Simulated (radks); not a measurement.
Values are calculated unless marked as measured or tabulated.
Question: The mean radii <r> (bohr) of the occupied orbitals of an atom or ion are listed with their occupations. Code: a radial shooting solver on a logarithmic mesh with Libxc functionals. Model: scalar-relativistic Kohn-Sham, PBEsol, spin-polarised, spherical densities, finite nucleus; Fermi nuclear charge, rms radius of each element as measured or else 0.836 A^(1/3) + 0.57 fm.

orbital  occ.      <r>
1s up       1  0.04272
1s down     1  0.04270
2s up       1   0.1839
2s down     1   0.1842
2p up       3   0.1593
2p down     2   0.1596

Name the element and its charge. Open shells, if any, are filled with parallel spins first.

Answer: Z = 35, bromine, charge +26: Br26+ in [He] 2s2 2p5. The 1s radius gives Z: for a bare nucleus <r> = (2 gamma + 1)/(2Z) with gamma = sqrt(1 - (Z/c)^2), 0.04191 bohr for Z = 35, and screening makes it slightly larger (0.04272 here). The occupations add up to 9, and the charge is Z minus that.
